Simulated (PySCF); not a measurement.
CH5GaS2, SMILES [SH][Ga]([CH3])[SH]. Atoms are numbered in the order given.

```xyz
9

Ga     0.2862    -0.0729    -0.0199
C      2.1827    -0.5820    -0.1405
H      2.2722    -1.6787    -0.0956
H      2.7430    -0.1578     0.7066
H      2.6274    -0.2277    -1.0815
S     -0.8373    -0.3862     1.8775
H     -2.0148     0.0931     1.4159
S     -0.7647     0.8101    -1.7728
H     -1.9646     0.9403    -1.1621
```
Charge 0, spin multiplicity 1.

The structure is a stationary point at B3LYP-D3(BJ)/def2-SVP. The structure was generated by enumeration; whether it is a known compound was not checked. Other conformers were not sampled.

Calculation: PySCF with HF/pcSseg-1.

GIAO shieldings, no solvent; atoms listed in one row are averaged. δ = σ(ref) − σ: ¹³C against TMS (σ = 192.6 ppm); ¹H against TMS (σ = 31.99 ppm); ³³S against H2S (σ = 725.2 ppm), references at their B3LYP-D3(BJ)/def2-TZVP geometries, non-relativistic.

Computed chemical shifts:
```
nucleus       atoms  count  δ (ppm)
-------  ----------  -----  -------
¹³C              C2      1     -4.7
¹H           H7, H9      2     0.99
¹H       H3, H4, H5      3     0.60
³³S              S8      1     18.6
³³S              S6      1     15.5
```
